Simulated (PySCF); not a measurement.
Harmonic spectrum computed at PBE0 in the def2-TZVP basis family (core potentials from Rb on, PySCF, no spin–orbit coupling):

| ω (cm⁻¹) | IR (km/mol) |
| --- | --- |
| 252 | 27.2 |
| 502 | 142 |
| 639 | 112 |
| 714 | 127 |
| 812 | 61.2 |
| 3843 | 71.8 |

**Question.** Which molecule gave it? In each, all ligands are bound to the one heavy central atom.
A. InF(OH) (doublet)
B. GaF(OH) (doublet)
C. GeF(OH) (singlet)
D. AsF(OH) (doublet)

**Answer.** C. It has Cs symmetry with Ge–F 1.767 Å, Ge–O 1.771 Å, O–H 0.964 Å.
